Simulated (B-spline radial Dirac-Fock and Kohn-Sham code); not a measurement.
Kohn-Sham estimates against Dirac-Fock for the levels of Dy²²⁺

System: dysprosium as Dy²²⁺ in the configuration 1s2 2s2 2p6 3s2 3p6 3d10 4s2 4p6 4d8.

The density-functional columns are spherical, spin-unpolarised Dirac-Kohn-Sham results without Breit or QED terms: −ε is minus the orbital energy of the initial state and ΔSCF the difference of two total energies. The reference in the last column comes from multi-electron Dirac-Fock with separately optimised hole states, Breit and Lamb-shift corrections added in first order. All numbers are from a radial B-spline solver, in eV; a selection of levels is shown. The Kohn-Sham columns are given as differences from the reference. For the 1s level of heavy atoms much of the gap between ΔSCF and the reference is the Breit and QED part, -239.0 eV here; for other levels the error of the functional can be larger.

| level | LDA −ε − DF | LDA ΔSCF − DF | Dirac-Fock |
| --- | --- | --- | --- |
| K | -267.0 | +225.8 | 54447.8 |
| L1 | -163.7 | -60.5 | 9719.1 |
| L2 | -123.8 | +3.0 | 9246.5 |
| L3 | -132.2 | -17.4 | 8456.0 |
| M1 | -88.7 | -47.0 | 2713.3 |
| M2 | -73.0 | -29.5 | 2509.0 |
| M3 | -71.8 | -30.5 | 2340.9 |
| N1 | -41.0 | -19.2 | 1023.3 |
| N2 | -31.7 | -9.9 | 937.3 |
| N3 | -31.7 | -10.7 | 893.4 |
| N4,5 | -19.3 | +1.4 | 748.2 |

Values without a named source are computed, but for edge energies of neutral atoms, which are taken from tables.
